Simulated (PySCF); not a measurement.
**TDDFT excited states: [C4H12NSi]+**

Species: C4H12NSi (charge +1).
SMILES: `[SiH3]CC1C[NH2+]C1`

Method: TDDFT CAM-B3LYP/def2-SVPD, vertical, gas phase, core orbitals frozen in the response (PySCF). One conformer (not necessarily the lowest) at the GFN2-xTB geometry, without solvent, vibrations or thermal averaging. Torsions of this conformer, `[SiH3:1][CH2:2][CH:3]1[CH2:4][NH2+:5][CH2:6]1`: Si1–C2–C3–C4 -71°.

**Question.** Predict the UV-vis stick spectrum at this level.

**Answer.** 

```
state  E (eV)  λ (nm)       f  |μ| (D)  main configurations (H = HOMO, L = LUMO)
   S1    7.41   167.2  0.0040     0.38                                 H→L (92%)
   S2    8.09   153.2   0.027     0.94                  H→L+2 (74%), H→L+1 (20%)
   S3    8.32   149.1  0.0059     0.43                  H→L+1 (72%), H→L+2 (20%)
   S4    8.51   145.6  0.0009     0.17                               H-1→L (78%)
   S5    8.62   143.9   0.079     1.55                               H→L+3 (72%)
   S6    8.71   142.3   0.015     0.66     H-2→L (60%), H-4→L (16%), H-3→L (13%)
   S7    8.72   142.1   0.012     0.61              H-1→L+2 (56%), H-1→L+1 (12%)
   S8    8.97   138.2   0.041     1.10   H-2→L+2 (32%), H→L+4 (20%), H→L+3 (12%)
```

Triplets, Tamm–Dancoff:

| state | E (eV) | λ (nm) | main configurations (H = HOMO, L = LUMO) |
| --- | --- | --- | --- |
| T1 | 7.32 | 169.3 | H→L (88%) |
| T2 | 7.72 | 160.7 | H→L+2 (73%), H→L+1 (9%) |
| T3 | 8.20 | 151.3 | H→L+1 (61%), H-1→L+2 (10%) |

The lowest singlet comes at 167 nm (715 kJ/mol) in the vacuum ultraviolet; it is very weak; its leading configuration is HOMO→LUMO (92%). The strongest level in the table is S5 at 8.62 eV (144 nm, f = 0.079). Löwdin shares by element: HOMO carbon 51% or more, silicon 25% (atoms not listed hold the other 24%); LUMO hydrogen 38% or more, nitrogen 16%, carbon 11% or more (atoms not listed hold the other 35%). Orbital energies (eV): HOMO-3 -15.67, HOMO-2 -14.46, HOMO-1 -14.34, HOMO -13.67, LUMO -3.83, LUMO+1 -2.81, LUMO+2 -2.49. The oscillator strengths of these states sum to 0.184; summed over the whole spectrum of an exact calculation they would give the number of electrons, 56 (Thomas–Reiche–Kuhn). Weighted by f, the mean energy of these states is 8.60 eV. The window holds the lowest 8 singlets.
